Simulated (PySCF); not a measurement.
Coordinates in bohr (charge 0 multiplicity 3):
```
Mo    0.0000    0.0000   -0.4378
O     2.6844    0.0000    1.3379
O    -2.6844    0.0000    1.3379
```

Computed with UPBE/[Mo def2-TZVP with ECP28, O def2-TZVP], scalar-relativistic core potentials, density fitting, no spin–orbit coupling, PySCF.

This geometry of MoO₂ is a stationary point at this level.

(1) What is the point group?

(2) Is it a minimum?

(3) Which band is strongest in the infrared?

(4) What are the dipole moment and the gap between the highest occupied and lowest empty levels of either spin?

(5) What is the atomisation energy, with and without zero-point energy?

Results:

(1) C2v.

(2) Yes: all harmonic wavenumbers are real.

(3) 935 cm⁻¹ (b2), 205 km/mol.

(4) 3.99 D and 0.86 eV.

(5) 1286 kJ/mol without, 1273 kJ/mol with.

This need not be the most stable arrangement of these atoms. With open d or f shells other occupations or spin states may lie lower.
